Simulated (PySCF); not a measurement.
BFHO, SMILES [OH+]=BF, charge +1. Atoms are numbered in the order given.

```xyz
4

O      0.0000     0.0000     1.1884
B      0.0000     0.0000    -0.0338
F      0.0000     0.0000    -1.2772
H      0.0000     0.0000     2.1565
```
Charge +1, spin multiplicity 1.

Coordinates come from a B3LYP-D3(BJ)/def2-TZVP optimisation. The geometry has at least one imaginary mode, so it is a saddle point at that level. The isomer is the one that the SMILES or the coordinates give; other isomers of the formula were not compared.

Calculation: PySCF with B3LYP-D3(BJ)/def2-TZVP.

Harmonic, unscaled wavenumbers; measured fundamentals usually lie a few per cent lower.

Modes within 1.5 cm⁻¹ of each other (mostly degenerate sets) share a row, with their intensities summed.

Computed vibrational spectrum:
```
mode  ν (cm⁻¹)  IR (km/mol)  Raman (Å⁴/amu)  depolarisation  moving atoms (share of kinetic energy)
----  --------  -----------  --------------  --------------  --------------------------------------
1–2       306i        546.7             0.0               –                          H 80 %, O 16 %
3–4        459         72.5             0.8            0.75                  B 72 %, F 12 %, H 10 %
5         1074         11.8             7.5            0.13                          F 52 %, O 43 %
6         2159        500.3             2.2            0.12                          B 76 %, O 15 %
7         3783        913.0            25.5            0.18                                  H 92 %
```
